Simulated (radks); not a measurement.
The numbers below are computed, except where a source is named.
Initial-state core-level shifts of neutral caesium when its valence configuration changes from [Xe] 6s1. Code: a radial shooting solver on a logarithmic mesh with Libxc functionals. Model: scalar-relativistic Kohn-Sham, BLYP, spin-unpolarised, spherical densities, finite nucleus; Fermi nuclear charge, rms radius 4.8041 fm. Shifts are changes of the shell-averaged eigenvalues in eV (positive: less bound); the change of the density at the nucleus, which sets a Mossbauer isomer shift, is in e/bohr^3, on a base of 3.066e+05.

valence          1s      3s      4s      5s  density at nucleus
5d1          -0.225  -0.196  -0.191  -0.155               -8.09
6p1          -1.286  -1.289  -1.287  -1.269               -7.78
5d0.5 6s0.5  -0.119  -0.105  -0.102  -0.084               -4.03
